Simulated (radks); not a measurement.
Spherical quantum dot in the effective-mass picture: electrons in a hard-walled sphere of radius 1.51, all in effective atomic units (hartree* = m*/eps^2 hartree, bohr* = eps/m* bohr), one dielectric constant everywhere. Calculated with a radial shooting solver with Libxc functionals: non-relativistic Kohn-Sham, LDA (Slater exchange, Perdew-Wang correlation), spin-polarised, spherical densities. Levels are named by radial order and angular momentum (1s, 1p, 1d, 2s, ...), and open shells are averaged over m.

N = 3, configuration 1s2 1p(up 1, down 0). This is the lowest configuration that the search found. Occupied and some empty levels:

level    occupation  eigenvalue (hartree*)  <r> (bohr*)
1s up             1                 4.6321       0.7872
1s down           1                 4.7561       0.7854
1p up             1                 6.7091       0.9107
1p down           0                 6.8430       0.9106
1d up             0                 9.4544       0.9880
1d down           0                 9.5891       0.9883
2s up             0                 11.174       0.7434
2s down           0                 11.265       0.7441
1f up             0                 12.805        1.043
1f down           0                 12.937        1.043

Energy (hartree*): total 11.8184, kinetic 8.8112, external 0, Hartree 4.8578, exchange-correlation -1.8506.
